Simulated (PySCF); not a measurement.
# Potential energy of KB⁺ along the bond

Set-up: PySCF, spin-free X2C with a Gaussian nucleus, basis sets K x2c-SVPall, B x2c-SVPall. Energies in eV from K⁺ + B in their ground configurations at the same level. State: ²Σ⁺ (doublet), unpaired electrons σ ↑.

All columns are UHF. A positive dipole points towards B; it is taken about the centre of mass and depends on that origin.

| R (Å) | E (eV) | μ (D) | Mulliken charge on K (basis-dependent) | HOMO (eV) | LUMO (eV) | Mayer bond order | ⟨S²⟩ |
| --- | --- | --- | --- | --- | --- | --- | --- |
| 2.934 | -0.134 | -1.82 | 0.96 | -13.71 | -3.54 | 0.06 | 0.76 |
| 3.071 | -0.214 | -1.95 | 0.95 | -13.56 | -3.57 | 0.09 | 0.76 |
| 3.207 | -0.259 | -2.08 | 0.94 | -13.39 | -3.59 | 0.10 | 0.76 |
| 3.310 | -0.278 | -2.19 | 0.94 | -13.27 | -3.61 | 0.11 | 0.76 |
| 3.412 | -0.287 | -2.30 | 0.94 | -13.15 | -3.62 | 0.12 | 0.76 |
| 3.514 | -0.289 | -2.42 | 0.94 | -13.03 | -3.64 | 0.12 | 0.76 |
| 3.651 | -0.283 | -2.59 | 0.94 | -12.87 | -3.66 | 0.12 | 0.76 |
| 3.821 | -0.268 | -2.81 | 0.94 | -12.69 | -3.68 | 0.11 | 0.76 |
| 4.026 | -0.244 | -3.09 | 0.95 | -12.48 | -3.71 | 0.10 | 0.76 |
| 4.299 | -0.209 | -3.48 | 0.96 | -12.22 | -3.75 | 0.08 | 0.76 |

A fit through these points gives, at Re = 3.494 Å, μ = -2.40 D and dμ/dR = -1.18 D/Å; the reduced mass is 8.584 u.

Question: How strong is the fundamental in the double-harmonic approximation, I = 42.26·(dμ/dR)²/μred km/mol?

Answer: I = 42.26·(-1.18)²/8.584 = 6.85 km/mol at UHF.

For an ion De counts to the pair picked by the measured ionisation energies or electron affinities, which need not be the lowest pair at this level. Hartree–Fock leaves out correlation, which carries a large part of most bond energies and some tenths to 1 eV of ionisation energies. The state was picked by a PBE0 search and need not be the measured ground state.
